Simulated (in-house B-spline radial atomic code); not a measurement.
Configurations of Cl4+, with energies counted from [Ne] 3s2 (3p1/2)1. Method: Dirac-Hartree-Fock, average of each configuration as written, Fermi nucleus of rms radius 3.3654 fm. Calculated with a B-spline radial code for spherical atoms. Energies include first-order Breit, QED and recoil terms.

Occupations are held fixed; configurations that lie above the ionisation limit could autoionise.

```csv
configuration,E - E(ref) (eV),highest orbital,its <r> (bohr)
[Ne] 3s2 5s1,46.824,5s1/2,5.137
[Ne] 3s2 (5p1/2)1,48.988,5p1/2,5.558
[Ne] 3s2 (5f5/2)1,53.057,5f5/2,6.171
[Ne] 3s2 6s1,53.914,6s1/2,7.92
[Ne] 3s1 (3p1/2)1 (6d5/2)1,69.378,6d5/2,9.406
[Ne] 3s1 (3p1/2)1 (7g7/2)1,72.624,7g7/2,12.67
```

Q: Order these further configurations by energy, lowest first.
A. [Ne] 3s2 4s1
B. [Ne] 3s2 (4p1/2)1
C. [Ne] 3s2 (6f5/2)1
D. [He] 2s2 (2p1/2)1 (2p3/2)4 3s2 (3p3/2)2
E. [Ne] 3s2 (3p3/2)1

A: E (0.18892 eV), A (31.553 eV), B (36.501 eV), C (57.282 eV), D (207.15 eV).

Q: How far above the reference does [Ne] 3s1 (3p3/2)1 (6g7/2)1 lie?

A: 70.327 eV; its least bound orbital is 6g7/2 with <r> = 8.782 bohr.

Q: How far above the reference does [Ne] 3s2 (6p3/2)1 lie?

A: 55.07 eV; its least bound orbital is 6p3/2 with <r> = 8.498 bohr.
